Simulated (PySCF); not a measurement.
C4H6F2. Atoms are numbered in the order given.

```xyz
12

F     -1.6674    -0.1563    -1.0424
C     -0.6833     0.3463    -0.2218
C     -0.7739     0.0581     1.2911
C      0.7739    -0.0581     1.2911
C      0.6833    -0.3463    -0.2218
F      1.6674     0.1563    -1.0424
H     -0.5560     1.4325    -0.4305
H     -1.2506     0.8177     1.9382
H     -1.2609    -0.9231     1.4583
H      1.2609     0.9231     1.4583
H      1.2506    -0.8177     1.9382
H      0.5560    -1.4325    -0.4305
```
Charge 0, spin multiplicity 1.

Coordinates come from a PBE-D3(BJ)/def2-SVP optimisation. The structure was generated by enumeration; whether it is a known compound was not checked.

These are PBE-D3(BJ)/def2-SVP run with PySCF values and carry that method's errors.

Frequencies are harmonic and unscaled.

```tsv
mode	ν (cm⁻¹)	IR (km/mol)	moving atoms (share of kinetic energy)
1	156	1.1	C 39 %, H 34 %, F 27 %
2	261	2.1	F 76 %, C 16 %
3	329	10.3	C 47 %, F 29 %, H 23 %
4	420	0.4	C 43 %, F 33 %, H 24 %
5	510	8.9	F 39 %, H 31 %, C 30 %
6	580	5.1	C 49 %, H 27 %, F 24 %
7	775	3.6	H 77 %, C 21 %
8	793	6.0	H 46 %, C 37 %, F 17 %
9	903	2.8	H 72 %, C 28 %
10	921	3.7	C 63 %, H 35 %
11	1005	4.5	C 62 %, H 37 %
12	1070	5.8	C 53 %, H 45 %
13	1095	119.8	C 55 %, F 27 %, H 19 %
14	1096	0.0	C 72 %, H 27 %
15	1148	29.2	H 66 %, C 31 %
16	1150	44.5	C 46 %, H 39 %, F 16 %
17	1187	8.3	H 79 %, C 19 %
18	1197	1.0	H 69 %, C 31 %
19	1218	17.1	H 62 %, C 33 %
20	1233	3.5	H 60 %, C 38 %
21	1325	19.8	H 72 %, C 27 %
22	1372	24.0	H 70 %, C 29 %
23	1402	3.7	H 92 %
24	1433	36.9	H 76 %, C 24 %
25	2977	2.5	H 92 %
26	2987	37.8	H 92 %
27	3016	23.8	H 95 %
28	3016	5.5	H 94 %
29	3082	6.2	H 90 %, C 10 %
30	3089	15.9	H 90 %, C 10 %
```
